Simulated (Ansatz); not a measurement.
Computed with Ansatz on PBE0-D4/def2-TZVP structures; ΔE is electronic, products minus reactants. CCSD(T)/CBS adds triple-zeta CCSD(T) − MP2 to the extrapolated MP2 energy (def2 sets, frozen cores). DFT in def2-TZVPP. For Ge outer-core shells are correlated without core-valence functions, which leaves a few kJ/mol of doubt a bond. Scalar relativity is left out up to krypton. Each species was taken in one conformer, which may not be the lowest.

`O[SiH](O)[O][GeH3]` + `C=CF` → `F/C=[CH]/[GeH3]` + `O[SiH](O)O`  (formal exchange of groups at a Ge–O bond)

```
             level  ΔE (eV)
            r2SCAN     0.44
SCS-MP2/def2-TZVPP     0.49
```

Task: What does CCSD(T)/CBS give? (Estimate.)

Result: Computed: +0.43 eV. The listed levels differ from it by 0.01, 0.06 eV.

Largest T1 diagnostic among the species: 0.012.

In def2-TZVPP, CCSD(T) changes the Hartree–Fock value by −0.18 eV (the triples alone add −0.02 eV) and MP2 by −0.21 eV.
